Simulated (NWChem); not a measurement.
# SiHSCl, singlet; SMILES S[Si]Cl

```xyz
4

Si     0.9741     0.0254     0.0000
Cl    -0.4002     1.6107     0.0000
S     -0.4583    -1.5752     0.0000
H      0.4976    -2.5338     0.0000
```
Atoms are numbered in this order, from 1.

All runs: NWChem. Low-valent species are run as closed-shell singlets; no triplet was tried in these runs. Coordinates come from a PBE0/def2-SVP optimisation. Ions are spin-unrestricted doublets at the neutral geometry; other ion states weren't tried.

**Question.** Predict the results for B3LYP/aug-cc-pVDZ. Quantities: vertical ionisation energy, ΔSCF (eV); −ε(HOMO) (eV).

**Answer.** 
| Quantity | Value |
|---|---|
| vertical ionisation energy, ΔSCF (eV) | 9.44 |
| −ε(HOMO) (eV) | 7.16 |
